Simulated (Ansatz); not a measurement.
PdAu3, relaxed as a doublet with UKS r2SCAN-D4/def2-SVP in Ansatz, starting from the GFN2-xTB geometry. Force threshold 0.02 eV/Å.

In the def2 sets Au, Pd take a core potential; there is no spin–orbit coupling. The relaxation made no stability test and no search for a lower SCF solution. No other spin state of charge 0 was run. The structure comes from a short search, and lower isomers may exist.

Start:

Cartesian coordinates in Å:
```
Pd -0.295 -0.593 0.344
Au 0.697 1.356 -0.776
Au 1.973 -0.400 1.709
Au -2.375 -0.363 -1.277
```

(1) Estimate the energy that the relaxation releases and the steps that it takes.

(2) Does the start keep its bonding and symmetry?

(3) Predict the relaxed structure.

Answers

(1) 1.19 eV, in 8 steps; 60 s on 4 threads of Arm Neoverse V2 on a shared host. No frequencies were taken in this run, so the end may be a saddle point.

(2) Bonds formed: Au2–Au4 (atoms count from 1). Metal–metal contacts that move far: Au2–Au3 3.30 to 2.63 Å. The end is the same structure that another start reached, the lowest one found. Point group Cs at the start, C2v at the end, both within 0.05 Å.

(3) 
Cartesian coordinates in Å:
```
Pd -0.485 -1.094 0.664
Au 0.480 1.076 -0.658
Au 1.861 -0.029 1.294
Au -1.856 0.047 -1.300
```
Bond lengths (bridged metal pairs left out): 3 × Au–Pd 2.65 to 2.72 Å; 2 × Au–Au 2.63 Å.
